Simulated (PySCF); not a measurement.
Bonds (- single, = double, # triple, : aromatic): O1-Si2 1.651 Å, Si2-O3 1.668 Å, O3-C4 1.388 Å, C4-C5 1.488 Å, C5-C6 1.507 Å, C6-C4 1.500 Å. O1 carries H7; Si2 carries H8, H9; C4 carries H10; C5 carries H11, H12; C6 carries H13, H14. H11, H13 are cis to O3 on the ring; H12, H14 are trans to O3 on the ring.

Geometry: PBE0-D3(BJ)/def2-SVP; GIAO absolute shieldings from PySCF 2.14.0 with density-fitted response routines, gas phase, non-relativistic, averaged over equivalent atoms.

At OPBE/pcSseg-1 (149 basis functions, 33 s wall time on 1 thread of an Arm Neoverse N1, shared host):
```csv
atoms,σ (ppm)
O3,265.0
O1,287.2
Si2,381.5
C4,137.2
C5/C6,176.4
H8/H9,26.24
H10,27.90
H7,29.77
H11/H13,30.63
H12/H14,30.80
```

**Question.** Estimate the result of repeating the calculation with PBE0/cc-pVTZ.

**Answer.** 
```
  atoms  σ at PBE0/cc-pVTZ  change
     O3              269.1    +4.1
     O1              290.9    +3.7
    Si2              376.9    -4.6
     C4              141.0    +3.8
  C5/C6              179.8    +3.4
  H8/H9              26.24   +0.00
    H10              27.93   +0.03
     H7              29.97   +0.20
H11/H13              30.77   +0.14
H12/H14              30.91   +0.11
```

The largest change is at Si2 (silicon bonded to 2 O, 2 H). Cost: 296 basis functions, 41 s wall time on 1 thread of an Arm Neoverse V1, shared host.
